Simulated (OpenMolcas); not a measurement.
## 5d3 along the 71-electron sequence

```
Program             : OpenMolcas 26.06
Method              : SS-CASPT2, IPEA 0.25 Eh, imaginary shift 0.1 Eh
Basis               : ANO-R3
Scalar Hamiltonian  : X2C, finite nucleus
Spin-orbit coupling : RASSI with atomic mean-field integrals over the reference wave functions, term energies averaged over their components
```

Active space for each ion: 3 electrons in 5 orbitals (5d); closed shells correlated by CASPT2: 5s 5p.

Computed levels in cm-1 above 4F 3/2:

| Level | Ta2+ | W3+ | Re4+ | Os5+ | Ir6+ | Pt7+ |
| --- | --- | --- | --- | --- | --- | --- |
| 4F 5/2 | 2620 | 3670 | 4870 | 6310 | 7960 | 9830 |
| 4F 7/2 | 5060 | 6940 | 9010 | 11330 | 13900 | 16650 |
| 4P 1/2 | 10660 | 12940 | 15310 | 17540 | 20020 | 22430 |
| 2G 7/2 | 11960 | 15550 | 19260 | 22900 | 27000 | 31220 |
| 2H 9/2 | 12540 | 16230 | 20060 | 23910 | 28250 | 32860 |
| 4P 5/2 | 14390 | 17850 | 21490 | 25150 | 29200 | 33270 |
| 2P 1/2 | 16150 | 20720 | 25450 | 30080 | 35140 | 40200 |
| 2H 11/2 | 17120 | 22070 | 27110 | 31970 | 37320 | 42770 |
| 2D 5/2(1) | 18330 | 23900 | 29430 | 34740 | 40540 | 46330 |
| weight of 4F in the lowest level (%) | 89 | 87 | 85 | 83 | 80 | 77 |

Mixed levels, with the weight of the term that names them: Ta2+ 4P 1/2 (67 %), Ta2+ 2H 9/2 (54 %), Ta2+ 2P 1/2 (67 %), W3+ 4P 1/2 (71 %), W3+ 2H 9/2 (56 %), W3+ 2P 1/2 (71 %), Re4+ 4P 1/2 (72 %), Re4+ 2H 9/2 (57 %), Re4+ 2P 1/2 (72 %), Os5+ 4P 1/2 (72 %), Os5+ 2H 9/2 (57 %), Os5+ 2P 1/2 (72 %), Ir6+ 4P 1/2 (71 %), Ir6+ 2H 9/2 (56 %), Ir6+ 2P 1/2 (71 %), Pt7+ 4P 1/2 (70 %), Pt7+ 2G 7/2 (75 %), Pt7+ 2H 9/2 (54 %), Pt7+ 2P 1/2 (70 %).

Measured, with the error of the calculation in %. Measured levels: W3+ from the list in J. Phys. B 45, 035001 (2012); Re4+ from the list in Brasseur, Gamrath and Quinet, At. Data Nucl. Data Tables 157, 101636 (2024); Os5+ from the list in Brasseur, Palmeri and Quinet, Atoms 13, 11 (2025).

```json
{"Level": "4F 5/2", "W3+": "3537 (+3.6)", "Re4+": "4853 (+0.3)", "Os5+": "6397 (-1.4)"}
{"Level": "4F 7/2", "W3+": "6745 (+2.9)", "Re4+": "8973 (+0.5)", "Os5+": "11444 (-1.0)"}
{"Level": "4P 1/2", "W3+": "11773 (+9.9)", "Re4+": "14325 (+6.9)", "Os5+": "16772 (+4.6)"}
{"Level": "2G 7/2", "W3+": "15261 (+1.9)", "Re4+": "19013 (+1.3)", "Os5+": "22920 (-0.1)"}
{"Level": "2H 9/2", "W3+": "16205 (+0.1)", "Re4+": "19967 (+0.5)", "Os5+": "24028 (-0.5)"}
{"Level": "4P 5/2", "W3+": "17190 (+3.8)", "Re4+": "20922 (+2.7)", "Os5+": "24828 (+1.3)"}
{"Level": "2P 1/2", "W3+": "18365 (+12.8)", "Re4+": "23669 (+7.5)", "Os5+": "28860 (+4.2)"}
{"Level": "2H 11/2", "W3+": "22223 (-0.7)", "Re4+": "27077 (+0.1)", "Os5+": "32156 (-0.6)"}
{"Level": "2D 5/2(1)", "W3+": "22766 (+5.0)", "Re4+": "28739 (+2.4)", "Os5+": "34418 (+0.9)"}
```

The fine-structure level 4F 7/2 changes by a factor of 3.29 from Ta2+ to Pt7+. Its fourth root runs 8.43, 9.13, 9.74, 10.32, 10.86, 11.36, with steps per unit of Z of 0.69, 0.62, 0.57, 0.54, 0.50; equal steps would mean a (Z - σ)^4 law with constant σ.

4P 1/2 changes by a factor of 2.1 over the same range, with steps per unit of Z of +2280, +2370, +2230, +2480, +2410 cm-1.

CASPT2 breaks the degeneracy within a term, and the mean is taken; among the terms shown or strongly mixed into the levels shown the widest spread is 1300 cm-1 (5d3 2H, Ta2+). The CASPT2 spread within a term exceeds the gap to the next term for 5d3 2P and 5d3 2H, 5d3 2H and 5d3 2D(1), so the order of their levels is uncertain (figures for Ta2+; the like holds for W3+, Re4+, Os5+, Ir6+, Pt7+). Configurations with an s electron lie low in 5d ions of this charge, fall among these levels and mix in, so low-spin terms can stand far too high, up to twice their true height, and weights are not those of the real levels (holds for Ta2+). Measured partners are found by configuration, term and J. A level has none where our copy of the source lacks it or the pairing is in doubt (some pairs that miss far off the trend of their configuration count as doubtful), and it then counts in no deviation. Only configurations of the active space appear.

A number in round brackets counts repeated terms of one configuration in the order of the reference energies.
